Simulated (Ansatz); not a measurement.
Basis-set extrapolation for CH9AlOSi2, SMILES `[CH3][AlH][O][SiH2][SiH3]` (PBE0-D4/def2-TZVP geometry, frozen core, the Gaussian-basis code of Ansatz). Multiplicity 1, RHF reference.

```
                      def2-TZVPP   def2-QZVPP
                 HF  -937.938761  -937.970316
    MP2 correlation    -0.744509    -0.799461
CCSD(T) correlation    -0.839085      not run
```

Energies in hartree. Use E(X) = E(∞) + A·exp(−7.88·√X) for Hartree–Fock and E(X) = E(∞) + B·X^(−2.97) for correlation, with X = 3 and 4, and add CCSD(T) minus MP2 of the smaller set to the MP2 limit.

Q: What is the CCSD(T) energy at the basis-set limit?

A: HF limit: -937.970316 + (-0.031555) × 0.13774 = -937.97466. MP2 limit: -0.799461 + (-0.054952) × 0.74074 = -0.84017. Higher-order term: -0.839085 − (-0.744509) = -0.09458. Total: -938.90941 hartree, 345.4 kJ/mol below CCSD(T)/def2-TZVPP.
